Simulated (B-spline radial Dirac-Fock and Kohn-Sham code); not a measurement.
## Cross section and asymmetry of the 3p3/2 subshell of Cu²⁺

System: copper as Cu²⁺ in the configuration [Ar] 3d9. The computed 3p3/2 threshold is 111.8 eV; without correlation, outer thresholds are uncertain by 1 to 2 eV. With an open shell the threshold is an average over the terms of the final ion.

Method: independent-particle photoionisation in a Dirac-Hartree-Slater potential with a Latter tail, all multipoles, thresholds from Dirac-Fock ΔSCF. Computed with a radial atomic solver. Interchannel coupling and autoionising resonances are not included, so magnitudes near threshold are approximate.

```
kinetic energy (eV)  σ (Mb)      β
                1.5   0.378  -0.67
                1.9   0.378  -0.68
                2.3   0.378  -0.70
                2.9   0.378  -0.71
                3.7   0.378  -0.73
                4.6   0.379  -0.74
                5.7   0.380  -0.75
                7.2   0.382  -0.75
                9.0   0.386  -0.74
               11.2   0.391  -0.70
               14.0   0.400  -0.64
               17.5   0.412  -0.55
               21.9   0.428  -0.41
               27.4   0.450  -0.23
               34.2   0.477  -0.01
               42.8   0.506   0.22
               53.5   0.534   0.47
               66.9   0.556   0.70
               83.7   0.565   0.91
              104.7   0.555   1.09
              130.9   0.525   1.24
              163.6   0.476   1.35
              204.6   0.416   1.45
              255.8   0.349   1.52
              319.9   0.279   1.57
              400.0   0.213   1.60
```

The cross section has a minimum of 0.38 Mb near 3 eV kinetic energy, a Cooper minimum, where a dipole matrix element changes sign; it needs a radial node in the bound orbital. Its largest value, 0.565 Mb, lies 84 eV above threshold. β ranges from -0.75 (at 7.2 eV) to 1.60.
